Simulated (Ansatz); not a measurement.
Reaction (SMILES): [SiH][SiH3] (SiH-SiH3) (closed-shell singlet) → 4 H atom + 2 Si atom
B3LYP-D3(BJ)/def2-TZVP geometries, fixed; electronic energies without zero-point terms.

How fast the atomisation energy converges with the basis for several methods (Ansatz, an electronic-structure program): deviation from each method's own reference, in kcal/mol. References: B2PLYP 361.41 kcal/mol, the value in aug-pcseg-3; B3LYP 362.71 kcal/mol, the value in aug-pcseg-3; CCSD(T) 367.05 kcal/mol, Hartree-Fock in cc-pV(Q+d)Z plus the correlation part extrapolated as X^-3 from cc-pV(T+d)Z and cc-pV(Q+d)Z; HF 272.92 kcal/mol, the value in aug-pcseg-3; MP2 357.99 kcal/mol, Hartree-Fock in aug-cc-pV(Q+d)Z plus the correlation part extrapolated as X^-3 from aug-cc-pV(T+d)Z and aug-cc-pV(Q+d)Z; PBE 356.84 kcal/mol, the value in aug-pcseg-3. All functions are spherical. In correlated methods cores are frozen. A restricted Hartree-Fock determinant is unstable towards unrestricted orbitals. Open shells are unrestricted. No added dispersion term, no relativity. A restricted B2PLYP determinant is unstable towards unrestricted orbitals. 

```csv
basis,functions,B2PLYP,B3LYP,CCSD(T),HF,MP2,PBE
pcseg-0,34,-54.44,-35.26,-90.93,-55.96,-95.50,-29.15
def2-SV(P),44,-20.36,-7.36,-55.31,-9.76,-53.91,-5.29
pcseg-1,56,-11.32,-5.30,-29.41,-2.09,-29.95,-4.14
def2-SVPD,80,-7.42,-1.70,-24.41,-2.81,-24.62,-0.08
aug-cc-pV(D+d)Z,100,-10.14,-5.03,-26.25,-5.10,-26.39,-3.77
def2-TZVPD,122,-4.07,-0.23,-15.88,-0.91,-17.38,0.30
cc-pV(T+d)Z,134,-2.21,0.01,-10.77,-1.06,-11.29,0.66
def2-QZVPPD,284,-0.01,-0.01,-4.03,-0.11,-4.45,0.04
```

Mean absolute deviation over def2-TZVPD, cc-pV(T+d)Z: B3LYP 0.12, PBE 0.48, HF 0.99, B2PLYP 3.14, CCSD(T) 13.32, MP2 14.34 kcal/mol.
